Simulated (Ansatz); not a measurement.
Reaction (ligand exchange at the In–Cl bond): `[CH3][In]([OH])[Cl]` + HBr → `[CH3][In]([OH])[Br]` + HCl

Computed with Ansatz on PBE0-D4/def2-TZVP structures; ΔE is electronic, products minus reactants. CCSD(T)/CBS is the MP2 limit (def2-TZVPP, def2-QZVPP) plus CCSD(T) − MP2 in def2-TZVPP, frozen cores. This one scheme is used for every species. DFT in def2-TZVPP. B3LYP here is the variant with VWN-RPA as its local correlation; programs differ in this. HSE06 is defined as in plane-wave codes. def2 core potentials past Kr. For Br, In outer-core shells are correlated without core-valence functions, which leaves a few kJ/mol of doubt a bond. Scalar relativity is left out up to krypton. One conformer a species, not always the lowest.

(1) Is it downhill or uphill in electronic energy at CCSD(T)/CBS, and by how much? (An estimate is asked.)

(2) What do these levels give: B3LYP-D4, r2SCANh-D4, HSE06-D4, CAM-B3LYP-D4, HF/def2-TZVPP, CCSD/CBS(def2)? (Estimate.)

Largest T1 diagnostic among the species: 0.014.

Answers

(1) Computed: Downhill: ΔE = -27.2 kJ/mol.

(2) Ansatz gave: B3LYP-D4 -25.5, r2SCANh-D4 -26.6, HSE06-D4 -27.5, CAM-B3LYP-D4 -24.3, HF/def2-TZVPP -27.6, CCSD/CBS(def2) -27.5 kJ/mol.

Leaving LDA and LC-ωPBE aside and taking each functional with its dispersion term where it has one, the values, not all of them listed here, spread over 6.5 kJ/mol, from PBE-QIDH to B97M-V. At CCSD(T), def2-SVP lies +4.3 kJ/mol from the extrapolated value and def2-TZVPP +1.6 kJ/mol.
